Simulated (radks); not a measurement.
Values are calculated unless marked as measured or tabulated.
Valence configurations of the tantalum ion Ta+ (all share [Xe]). Level of theory: scalar-relativistic Kohn-Sham, PBE, spin-unpolarised, spherical densities, finite nucleus; Fermi nuclear charge, rms radius 5.3507 fm (a radial shooting solver on a logarithmic mesh with Libxc functionals). Energies are relative to 4f14 5d3 6s1; eigenvalues in eV.

[
 {"valence": "4f14 5d3 6s1", "E (eV)": "0.000", "e(4f)": "-31.911", "e(5d)": "-10.488", "e(6p)": "-", "e(6s)": "-11.617"},
 {"valence": "4f13 5d3 6s2", "E (eV)": "25.302", "e(4f)": "-43.340", "e(5d)": "-13.592", "e(6p)": "-", "e(6s)": "-12.960"},
 {"valence": "4f14 5d2 6s1 6p1", "E (eV)": "4.645", "e(4f)": "-35.995", "e(5d)": "-13.321", "e(6p)": "-7.877", "e(6s)": "-13.381"},
 {"valence": "4f14 5d2.5 6s1.5", "E (eV)": "-0.479", "e(4f)": "-33.168", "e(5d)": "-11.275", "e(6p)": "-", "e(6s)": "-12.066"},
 {"valence": "4f14 5d3 6p1", "E (eV)": "5.076", "e(4f)": "-33.368", "e(5d)": "-11.687", "e(6p)": "-7.330", "e(6s)": "-"},
 {"valence": "4f14 5d4", "E (eV)": "1.430", "e(4f)": "-29.649", "e(5d)": "-9.069", "e(6p)": "-", "e(6s)": "-"},
 {"valence": "4f14 5d2 6s2", "E (eV)": "-0.782", "e(4f)": "-34.502", "e(5d)": "-12.108", "e(6p)": "-", "e(6s)": "-12.532"},
 {"valence": "4f14 5d3.5 6s0.5", "E (eV)": "0.641", "e(4f)": "-30.737", "e(5d)": "-9.751", "e(6p)": "-", "e(6s)": "-11.190"},
 {"valence": "4f13.5 5d3 6s1 6p0.5", "E (eV)": "14.058", "e(4f)": "-38.216", "e(5d)": "-12.603", "e(6p)": "-7.343", "e(6s)": "-12.721"},
 {"valence": "4f13 5d3 6s1 6p1", "E (eV)": "30.987", "e(4f)": "-44.827", "e(5d)": "-14.841", "e(6p)": "-8.058", "e(6s)": "-13.826"}
]

NIST lists [Xe] 4f14 5d3 6s1 as the ground configuration; this level of theory puts 4f14 5d2 6s2 lower, by 0.782 eV. The energies are those of spherical spin-averaged densities, not of single terms.
